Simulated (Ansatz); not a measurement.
`C[O][Ga][CH3]`• → 2 C• + Ga• + 6 H• + O•  (atomization)

Isolated molecules relaxed with PBE0-D4/def2-TZVP in Ansatz; ΔE leaves out vibrations. CBS: MP2 limit from def2 TZ/QZ plus the TZ coupled-cluster correction, frozen cores. This one scheme is used for every species, atoms too. DFT in def2-TZVPP. B3LYP here is the variant with VWN-RPA as its local correlation; programs differ in this. HSE06 is defined as in plane-wave codes. Open shells (•) are unrestricted, without spin–orbit coupling. Spin–orbit coupling would lower the free atoms: a little for C, O; clearly for Ga. Bonds to Ga are less sure, by a few kJ/mol each and by 10 to 20 or more in all where they break to atoms, as the def2 sets lack core-valence functions. Scalar relativity is left out up to krypton. Each species was taken in one conformer, which may not be the lowest.

`C[O][Ga][CH3]`•:

Z-matrix (Å, degrees):
```
C
O 1 1.399
H 1 1.098 2 113.2
H 1 1.096 2 110.1 3 -120.6
H 1 1.096 2 110.2 3 120.7
Ga 2 1.800 1 128.5 3 -1.3
C 6 1.999 2 112.2 1 -179.3
H 7 1.090 6 110.5 2 -130.9
H 7 1.091 6 109.3 2 109.2
H 7 1.091 6 107.5 2 -10.2
```

```
         level  ΔE (kcal/mol)  difference from CCSD(T)/CBS
        PBE-D4          850.0                         15.4
     revPBE-D4          829.2                         -5.4
       PBE0-D4          834.9                          0.3
      B3LYP-D4          833.2                         -1.4
    r2SCANh-D4          834.5                         -0.1
      HSE06-D4          835.6                          1.0
        revPBE          817.7                        -16.9
        r2SCAN          839.1                          4.5
       r2SCAN0          825.7                         -8.9
         HSE06          832.7                         -1.9
         BHLYP          804.5                        -30.1
       LC-ωPBE          834.0                         -0.6
  MP2/def2-SVP          803.4                        -31.2
MP2/def2-TZVPP          829.3                         -5.3
MP2/def2-QZVPP          839.4                          4.8
CCSD/CBS(def2)          822.9                        -11.7
   CCSD(T)/CBS          834.6                            0
```

Largest T1 diagnostic among the species: 0.016.

In def2-TZVPP, CCSD(T) changes the Hartree–Fock value by +207.1 kcal/mol (the triples alone add +11.6 kcal/mol) and MP2 by +218.9 kcal/mol; breaking electron pairs costs correlation energy, which Hartree–Fock lacks. The D4 term adds +6.0 kcal/mol with B3LYP and +3.1 kcal/mol with PBE0; it sums over pairs of atoms, weighted by their polarisabilities, and B3LYP, whose exchange is more repulsive, gets the larger term. From BLYP to BHLYP (50 % exact exchange), in def2-TZVPP and without D4, ΔE moves by −19.5 kcal/mol: exact exchange takes away binding that semilocal exchange gives to molecules.

For atomizations the MP2-based limit and the directly extrapolated one differ by several kJ/mol either way, and by 10 to 25 for some Ge, Se and Sn compounds, so smaller differences from it don't rank the levels.
